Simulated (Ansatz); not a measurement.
```yaml
crystal:
  periodic: [false, false, false]
  atoms:
    - {symbol: S, position_ang: [0.409132, 1.365596, -0.814052]}
    - {symbol: Si, position_ang: [0.056089, -0.183228, 0.932456]}
    - {symbol: Cl, position_ang: [1.474888, -1.781974, 0.721137]}
    - {symbol: Cl, position_ang: [-1.495411, -1.349335, 0.330812]}
    - {symbol: H, position_ang: [-0.718805, 1.791234, -0.769005]}
basis:
  gaussian: {orbitals: "6-31G*"}
total_charge: -1
hamiltonian: {xc: {name: HF}}
correlation: {method: mp2, frozen_orbitals: {S: 0}}
accuracy: high
```

```sh
$ ansatz run in.yaml --threads 4 --pin off --events-out ev --progress --plain --max-ram 10444MiB
```

Shortened log:

```
Functional definition: HF
Error: "frozen_orbitals" has no count for Si
```

In this input frozen orbitals are typed for one element alone, and the program wants a count for each. The program refused the input.
